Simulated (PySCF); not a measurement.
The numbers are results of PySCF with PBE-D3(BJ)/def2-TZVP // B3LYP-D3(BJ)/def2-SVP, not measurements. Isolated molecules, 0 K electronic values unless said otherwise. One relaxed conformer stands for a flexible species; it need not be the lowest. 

Reference species (SMILES): `[Sn]([CH2]C)([CH2]C)([Br])[Br]` (C–C–Sn–Br torsion 165°, Br–Sn–C–C torsion -58°) (neutral, multiplicity 1).

HOMO: -6.53 eV
LUMO: -2.25 eV
HOMO–LUMO gap: 4.28 eV

Changed species: `[Br][Sn]([Br])([Br])[Br]` (0 of 4 Br replaced by C2H5; the reference has 2 of 4 Br replaced by C2H5).

Problem. Predict the effect on the HOMO, LUMO and HOMO–LUMO gap.

Solution. the HOMO decreases by 1.08 eV, to -7.61 eV; the LUMO falls by 2.33 eV, to -4.58 eV; the HOMO–LUMO gap drops by 1.25 eV, to 3.03 eV.
